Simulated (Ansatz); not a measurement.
CH₇BOSSi (`O[SiH2]CBS`): the same geometry under several functionals.

```yaml
crystal:
  periodic: [false, false, false]
  atoms:
    - {symbol: O, position_ang: [-2.192183, -0.686395, -0.253056]}
    - {symbol: Si, position_ang: [-0.714924, -0.929963, -0.941241]}
    - {symbol: C, position_ang: [0.693989, -0.697948, 0.284526]}
    - {symbol: B, position_ang: [0.694929, 0.740361, 0.845983]}
    - {symbol: S, position_ang: [1.791539, 1.967597, 0.150543]}
    - {symbol: H, position_ang: [-2.399458, 0.190610, 0.071349]}
    - {symbol: H, position_ang: [-0.497529, -0.010357, -2.092112]}
    - {symbol: H, position_ang: [-0.738070, -2.333663, -1.416966]}
    - {symbol: H, position_ang: [1.606583, -0.967808, -0.259070]}
    - {symbol: H, position_ang: [0.510558, -1.437810, 1.071169]}
    - {symbol: H, position_ang: [-0.066229, 1.084227, 1.702319]}
    - {symbol: H, position_ang: [1.387694, 3.026047, 0.870656]}
basis:
  gaussian: {orbitals: def2-TZVPP}
hamiltonian: {xc: pbe, dispersion: d4}
output: {forces: true, orbitals: {seedname: orbitals}}
```

```sh
$ ansatz run in.yaml --threads 4 --pin off --events-out ev --progress --plain --max-ram 10444MiB
```

It prints (some lines left out):

```
Functional definition: PBE
1485 factors; their error is unknown
mean field evaluation 1: about -22561.7585 eV, gradient 8.8e1 eV
mean field evaluation 2: about -22465.6490 eV, gradient 1.9e2 eV
mean field evaluation 4: about -22577.3952 eV, gradient 1.9e1 eV
mean field evaluation 8: about -22578.1298 eV, gradient 3.1e-1 eV
mean field evaluation 16: about -22578.1006 eV, gradient 6.6e-3 eV
mean field -22578.10060025 eV, -829.7298930730 hartree, gradient 2.5e-5 eV, S^2 0.000000; 0 other end points of the search recorded, 0 dependent functions left out
reference -22578.10064640 eV, -829.7298947687 hartree; 28, 28 occupied and 247, 247 virtual orbitals, 1485 factors
Total energy: -22578.37592477 eV, -829.7400110624 hartree
Atom 0 at    -2.192183    -0.686395    -0.253056 Å, force    -0.370178    -0.361428     0.047140 eV/Å
Atom 1 at    -0.714924    -0.929963    -0.941241 Å, force     0.250829     0.005996    -0.149871 eV/Å
Atom 2 at     0.693989    -0.697948     0.284526 Å, force     0.058871     0.088389     0.047958 eV/Å
Atom 3 at     0.694929     0.740361     0.845983 Å, force    -0.042510    -0.017003     0.030541 eV/Å
Atom 4 at     1.791539     1.967597     0.150543 Å, force     0.196057    -0.090091    -0.214893 eV/Å
Atom 5 at    -2.399458     0.190610     0.071349 Å, force    -0.097110     0.405797     0.155657 eV/Å
Atom 6 at    -0.497529    -0.010357    -2.092112 Å, force     0.044660     0.092452    -0.135540 eV/Å
Atom 7 at    -0.738070    -2.333663    -1.416966 Å, force    -0.016358    -0.162916    -0.050335 eV/Å
Atom 8 at     1.606583    -0.967808    -0.259070 Å, force     0.175246    -0.067727    -0.107891 eV/Å
Atom 9 at     0.510558    -1.437810     1.071169 Å, force    -0.032430    -0.146228     0.139393 eV/Å
Atom 10 at    -0.066229     1.084227     1.702319 Å, force    -0.083483     0.039353     0.093974 eV/Å
Atom 11 at     1.387694     3.026047     0.870656 Å, force    -0.083595     0.213406     0.143866 eV/Å
Dipole moment:     0.044471     0.219814     0.164537 e Å
```

It took 1.1 s on 4 threads of an AMD EPYC 9R45 on a shared host, with 0.41 GiB of host memory at the peak.

Changing it to `hamiltonian: {xc: r2scan, dispersion: d4}` (abridged; 1.9 s):

```
Functional definition: r2SCAN
mean field evaluation 16: about -22588.3768 eV, gradient 5.2e-4 eV
mean field -22588.37682524 eV, -830.1075373757 hartree, gradient 6.0e-5 eV, S^2 0.000000
Total energy: -22588.44608754 eV, -830.1100827186 hartree
Atom 0 force    -0.033002    -0.022401     0.010594 eV/Å
Atom 1 force     0.012817    -0.009239    -0.048427 eV/Å
Atom 2 force     0.023571    -0.010377     0.005754 eV/Å
Atom 3 force    -0.081126    -0.037762     0.068051 eV/Å
Atom 4 force     0.073698     0.056948    -0.047161 eV/Å
Atom 5 force    -0.006784     0.022545     0.011489 eV/Å
Atom 6 force     0.005523    -0.021325     0.012795 eV/Å
Atom 7 force    -0.002831     0.026496     0.005984 eV/Å
Atom 8 force    -0.000740    -0.004526     0.006966 eV/Å
Atom 9 force     0.004300    -0.002677    -0.012198 eV/Å
Atom 10 force     0.008823    -0.013685    -0.019232 eV/Å
Atom 11 force    -0.004249     0.016003     0.005384 eV/Å
Dipole moment:     0.037130     0.218548     0.179069 e Å
```

With the line `hamiltonian: {xc: pbe0, dispersion: d4}` and no forces (abridged; 1.4 s):

```
Functional definition: PBE0
mean field evaluation 16: about -22580.2846 eV, gradient 3.8e-5 eV
mean field -22580.28460791 eV, -829.8101538741 hartree, gradient 3.8e-5 eV, S^2 0.000000
Total energy: -22580.51942817 eV, -829.8187833596 hartree
```

The same input with `hamiltonian: {xc: {name: B3LYP}, dispersion: d4}` (abridged; 2.1 s):

```
Functional definition: B3LYP
mean field evaluation 16: about -22593.3345 eV, gradient 3.2e-4 eV
mean field -22593.33451154 eV, -830.2897289869 hartree, gradient 3.0e-5 eV, S^2 0.000000
Total energy: -22593.77860049 eV, -830.3060489549 hartree
Atom 0 force    -0.093029     0.047619     0.049070 eV/Å
Atom 1 force     0.088042    -0.124025    -0.250693 eV/Å
Atom 2 force     0.032952    -0.054814     0.037274 eV/Å
Atom 3 force    -0.115964    -0.021715     0.180678 eV/Å
Atom 4 force     0.064471     0.110650    -0.024723 eV/Å
Atom 5 force    -0.060660     0.012963     0.029449 eV/Å
Atom 6 force    -0.016202    -0.060984     0.067485 eV/Å
Atom 7 force    -0.002000     0.083660     0.020933 eV/Å
Atom 8 force    -0.038156     0.002664     0.049825 eV/Å
Atom 9 force     0.040751     0.034624    -0.041691 eV/Å
Atom 10 force     0.082107    -0.046654    -0.101865 eV/Å
Atom 11 force     0.017689     0.016012    -0.015743 eV/Å
Dipole moment:     0.048990     0.224879     0.171574 e Å
```

B3LYP takes the VWN-RPA correlation (the form of Gaussian; ORCA's B3LYP/G).
